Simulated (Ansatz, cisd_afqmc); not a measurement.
Species: NCO, charge 0, doublet. NCO (SMILES [N]=C=O, doublet).
B3LYP-D3(BJ)/def2-TZVP minimum from Ansatz (a quantum-chemistry and plane-wave program):
```xyz
3

N      0.0000     0.0000    -1.2622
C      0.0000     0.0000    -0.0406
O      0.0000     0.0000     1.1348
```
Charge 0, spin multiplicity 2.

Total energies in cc-pVTZ, 15 correlated electrons, 3 frozen orbitals. Open shells are spin-unrestricted; no spin-orbit coupling. Cores are frozen in correlated methods. No relativity. AFQMC is phaseless with a CISD trial state; ± is one standard error, without the phaseless bias. Outlying blocks are dropped, and bars are widened where a walk drifts. Over all cases where full CI ran beside it in this data, AFQMC minus full CI had a median of +0.1 mEh and passed +0.4 mEh in a tenth of the cases. The UHF reference of CNO ([N]=C=O, doublet) is spin-contaminated (<S^2> up to 0.10 over the pure value in the sets run).

```tsv
method	program	energy (Eh)	minus CCSDT(Q) (mEh)
HF	Ansatz	-167.19057	563.05
MP2	Ansatz	-167.71074	42.89
CCSD	Ansatz	-167.72430	29.33
CCSD(T)	Ansatz	-167.75065	2.97
CCSDT(Q)	Ansatz	-167.75362	0.00
AFQMC/CISD	cisd_afqmc	-167.7519 ± 0.0009	1.7 ± 0.9
```

Rough core times of Ansatz's runs on a shared machine: CCSD(T) under 20 s, CCSDT(Q) 30 min.
